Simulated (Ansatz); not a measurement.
CH$_{7}$ClOSi$_{2}$ (`CO[SiH2][SiH2]Cl`), relaxed with RKS PBE-D4/def2-SVP in the Gaussian-basis code of Ansatz from a rough embedded geometry. The force threshold is 0.03 eV/Å; the program also tests the step.

The species carries charge 0 and has multiplicity 1.

Start:

```xyz
12

C     1.641    1.528   -0.573
O     0.932    0.317   -0.573
Si   -0.558    0.221    0.237
Si   -1.340   -1.908    0.254
Cl   -0.116   -3.171    1.344
H     1.033    2.349   -1.063
H     2.538    1.445   -1.090
H     1.873    1.863    0.437
H    -0.370    0.732    1.602
H    -1.511    1.123   -0.433
H    -1.438   -2.512   -1.067
H    -2.684   -1.989    0.925
```

| step | energy (eV) | largest force (eV/Å) | largest move (Å) |
| --- | --- | --- | --- |
| 1 | -31449.1400 | 2.453 | 0.000 |
| 2 | -31449.3612 | 0.561 | 0.115 |
| 3 | -31449.3895 | 0.248 | 0.085 |
| 4 | -31449.3927 | 0.132 | 0.026 |
| 5 | -31449.3950 | 0.072 | 0.028 |
| 6 | -31449.3979 | 0.048 | 0.049 |
| 7 | -31449.3982 | 0.014 | 0.025 |

End:

```xyz
12

C     1.645    1.503   -0.596
O     0.847    0.337   -0.495
Si   -0.626    0.302    0.316
Si   -1.329   -1.937    0.238
Cl    0.015   -3.090    1.352
H     1.128    2.319   -1.153
H     2.573    1.247   -1.147
H     1.936    1.900    0.404
H    -0.476    0.761    1.748
H    -1.644    1.205   -0.346
H    -1.369   -2.468   -1.168
H    -2.700   -2.079    0.845
```

It took 8.5 s on 4 threads of an Intel Xeon Platinum 8488C on a shared host, with 0.18 GiB of host memory at the peak.
